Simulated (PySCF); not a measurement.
## How methods differ on the excitation energy of I²⁺

I²⁺ [Kr] 4d10 5s2 5p3 (4S) → I²⁺ [Kr] 4d10 5s1 5p3 6s1 (6S), as a difference of total energies. All numbers are calculated (PySCF 2.14, a scalar-relativistic core potential, in aug-cc-pVTZ-PP with ECP28MDF (6s5p4d2f, 55 functions)). Correlated levels: valence: 4s2 4p6 4d10 frozen. The calculations carry no spin-orbit coupling.

```tsv
method	excitation energy (eV)
UHF	21.589
MP2 (valence)	22.609
SCS-MP2 (valence)	23.070
CCSD (valence)	22.756
CCSD(T) (valence)	22.794
```

Task: How much does correlation contribute at CCSD(T) (valence)?

Result: 22.794 − (21.589) = 1.205 eV, measured against UHF.

The promoted electron is Rydberg-like, and one or two diffuse shells describe it only roughly, which tends to raise the upper state.
